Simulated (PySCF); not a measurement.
C2H8N2Si2, SMILES CN[Si@H]1C=N[SiH2]1.

The structure is a stationary point at PBE0-D3(BJ)/def2-SVP. The structure was generated by enumeration; whether it is a known compound was not checked. The values are those of a single conformer.

Calculation: TDDFT-M06-2X/def2-SVPD (PySCF).

Vertical excitations. Isolated molecule, no solvent.

| state | energy (eV) | λ (nm) | f | main pairs |
|---|---|---|---|---|
| S1 | 3.33 | 373 | 0.000 | HOMO→LUMO 73 %, HOMO−1→LUMO 16 % |
| S2 | 4.87 | 255 | 0.003 | HOMO−1→LUMO 77 %, HOMO→LUMO 16 % |
| S3 | 5.45 | 228 | 0.012 | HOMO→LUMO+1 82 % |
| S4 | 5.70 | 217 | 0.004 | HOMO→LUMO+2 76 % |
| S5 | 5.97 | 208 | 0.048 | HOMO−1→LUMO+1 78 % |
| S6 | 6.25 | 198 | 0.022 | HOMO−1→LUMO+2 67 %, HOMO−2→LUMO 14 % |
| S7 | 6.32 | 196 | 0.015 | HOMO→LUMO+4 36 %, HOMO→LUMO+5 30 %, HOMO→LUMO+2 11 % |
| S8 | 6.44 | 193 | 0.044 | HOMO→LUMO+3 36 %, HOMO−1→LUMO+2 17 %, HOMO−2→LUMO 14 %, HOMO→LUMO+4 6 % |
| S9 | 6.60 | 188 | 0.003 | HOMO→LUMO+3 27 %, HOMO→LUMO+5 17 %, HOMO−2→LUMO 15 %, HOMO−1→LUMO+3 13 % |
| S10 | 6.71 | 185 | 0.001 | HOMO−2→LUMO 24 %, HOMO→LUMO+5 18 %, HOMO−1→LUMO+4 16 %, HOMO−2→LUMO+1 11 % |
| T1 | 2.83 | 438 | 0 | HOMO→LUMO 70 %, HOMO−1→LUMO 17 % |
| T2 | 4.63 | 268 | 0 | HOMO−1→LUMO 73 %, HOMO→LUMO 17 % |
| T3 | 5.15 | 241 | 0 | HOMO−3→LUMO 65 % |
| T4 | 5.29 | 234 | 0 | HOMO→LUMO+1 60 %, HOMO→LUMO+2 12 % |
Triplets are in the Tamm–Dancoff approximation, which puts them higher than full response would, so one can lie above its singlet here.
